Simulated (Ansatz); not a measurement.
Consider the formal exchange of groups at the Si–S bond: `BS[SiH2][SiH2][SiH3]` + SiH₄ → `[SiH3][SiH2][SiH2][SiH3]` + `BS`.

Computed with Ansatz on PBE0-D4/def2-TZVP structures; ΔE is electronic, products minus reactants. CCSD(T)/CBS is the MP2 limit (def2-TZVPP, def2-QZVPP) plus CCSD(T) − MP2 in def2-TZVPP, frozen cores. This one scheme is used for every species. DFT in def2-TZVPP. HSE06 is defined as in plane-wave codes. One conformer a species, not always the lowest.

`BS[SiH2][SiH2][SiH3]`:

Z-matrix (Å, degrees):
```
Si
S 1 2.164
Si 1 2.337 2 109.0
H 1 1.487 2 106.3 3 120.1
H 1 1.485 2 109.0 3 -122.5
B 2 1.773 1 100.0 3 73.4
Si 3 2.339 1 111.6 2 -54.4
H 3 1.491 1 109.6 2 -176.3
H 3 1.490 1 108.0 2 65.9
H 6 1.195 2 121.4 1 2.1
H 6 1.192 2 117.0 1 -178.8
H 7 1.487 3 110.2 1 58.6
H 7 1.488 3 109.7 1 178.1
H 7 1.486 3 110.3 1 -61.9
```

SiH₄:

Z-matrix (Å, degrees):
```
Si
H 1 1.485
H 1 1.485 2 109.5
H 1 1.485 2 109.5 3 -120.0
H 1 1.485 2 109.5 3 120.0
```

`[SiH3][SiH2][SiH2][SiH3]`:

Z-matrix (Å, degrees):
```
Si
Si 1 2.338
H 1 1.488 2 111.3
H 1 1.488 2 109.6 3 120.3
H 1 1.488 2 109.9 3 -120.5
Si 2 2.338 1 109.8 3 177.7
H 2 1.490 1 109.3 3 -62.8
H 2 1.490 1 109.9 3 55.8
Si 6 2.338 2 109.8 1 56.6
H 6 1.490 2 109.1 1 -63.0
H 6 1.490 2 110.6 1 178.1
H 9 1.488 6 111.3 2 177.5
H 9 1.488 6 109.6 2 -62.2
H 9 1.488 6 109.9 2 57.0
```

`BS`:

Cartesian coordinates in Å:
```
B 0.363 0.423 -0.160
S -0.558 -0.518 1.016
H 1.019 1.312 0.287
H 0.323 0.174 -1.323
H -1.147 -1.390 0.180
```

| level | ΔE (kJ/mol) | difference from CCSD(T)/CBS |
| --- | --- | --- |
| B97M-V | 38.0 | -7.7 |
| BHLYP-D4 | 47.4 | 1.7 |
| PBE-QIDH | 42.7 | -3.0 |
| r2SCAN | 39.1 | -6.6 |
| HSE06 | 32.9 | -12.8 |
| RPA@PBE/def2-TZVPP | 41.7 | -4.0 |
| HF/def2-TZVPP | 45.9 | 0.2 |
| CCSD/def2-TZVPP | 41.9 | -3.8 |
| HF/def2-QZVPP | 46.4 | 0.7 |
| SCS-MP2/def2-QZVPP | 52.8 | 7.1 |
| CCSD(T)/CBS | 45.7 | 0 |

(1) What do rigid-rotor, harmonic-oscillator terms from PBE0-D4/def2-TZVP frequencies (298.15 K, 1 bar) make of the CCSD(T)/CBS value? (An estimate is asked.)

Largest T1 diagnostic among the species: 0.015.

## Answers

(1) Computed: ΔZPE = +0.3 kJ/mol, ΔH = +46.2 kJ/mol, ΔS = 34 J/(mol·K), ΔG = +36.0 kJ/mol. Modes under 50 cm⁻¹ make the entropy rough.

Leaving LDA and LC-ωPBE aside and taking each functional with its dispersion term where it has one, the values, not all of them listed here, spread over 13.7 kJ/mol, from PBE-D4 to ωB97M-V. LDA lies +4.8 kJ/mol from PBE without D4. From BLYP to BHLYP (50 % exact exchange), in def2-TZVPP and without D4, ΔE moves by +8.7 kJ/mol. At CCSD(T), def2-SVP lies −8.5 kJ/mol from the extrapolated value and def2-TZVPP −2.6 kJ/mol.
